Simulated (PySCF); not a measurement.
C₄H₁₀AlF, SMILES CC[CH2][Al]([CH3])[F] (GFN2-xTB optimised geometry):

```
16

Al    -0.169     1.780     0.000
F     -0.900     3.268     0.000
C      1.821     1.780     0.000
H      2.258     0.846     0.357
H      2.203     2.588     0.632
H      2.227     1.958    -1.000
C     -1.388     0.193    -0.012
C     -0.622    -1.136     0.051
C     -1.561    -2.337     0.002
H     -2.018     0.198    -0.913
H     -2.098     0.239     0.826
H      0.082    -1.193    -0.783
H     -0.034    -1.176     0.972
H     -2.258    -2.311     0.838
H     -1.001    -3.268     0.052
H     -2.137    -2.333    -0.922
```

Calculation: PBE0/def2-TZVP (PySCF 2.14.0).

Problem. What are the frontier orbital energies and the dipole moment?

Solution. HOMO-2 -9.35 eV, HOMO-1 -9.16 eV, HOMO -7.50 eV, LUMO -0.43 eV, LUMO+1 -0.01 eV; dipole moment 1.94 D.

On the same geometry PBE/def2-TZVP in PySCF gives HOMO-2 -7.94 eV, HOMO-1 -7.77 eV, HOMO -6.26 eV, LUMO -1.22 eV, LUMO+1 -0.79 eV; dipole moment 1.89 D.

Meta-Löwdin charges at PBE0/def2-TZVP: Al1 1.07, F2 -0.55, C3 -0.67, H4 0.13, H5 0.14, H6 0.14, C7 -0.50, C8 -0.18, C9 -0.34, H10 0.12, H11 0.12, H12 0.10, H13 0.10, H14 0.11, H15 0.11, H16 0.11.
